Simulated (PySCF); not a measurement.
# Correlation energy of Ti⁻ (titanium, charge -1)

[Ar] 3d3 4s2, high-spin 4F determinant. Calculation: PySCF 2.14, in def2-QZVPPD; the non-relativistic Hamiltonian (point nucleus). Frozen: [Ar]; 5 electrons correlated.

MP2 pair energies summed by pair of shells (mhartree):

```
 pair  energy  share (%)
3d-3d  -23.75       40.9
3d-4s  -18.45       31.8
4s-4s  -15.88       27.3
```

Total MP2 correlation energy: -58.08 mhartree.

Same-spin part -32.35 and opposite-spin part -25.73 mhartree; SCS-MP2 scales them by 1/3 and 6/5 to -41.66 mhartree.

The Hartree-Fock reference does not bind the outermost electron (its level is positive or very diffuse), so these energies belong to a reference that the basis holds together.
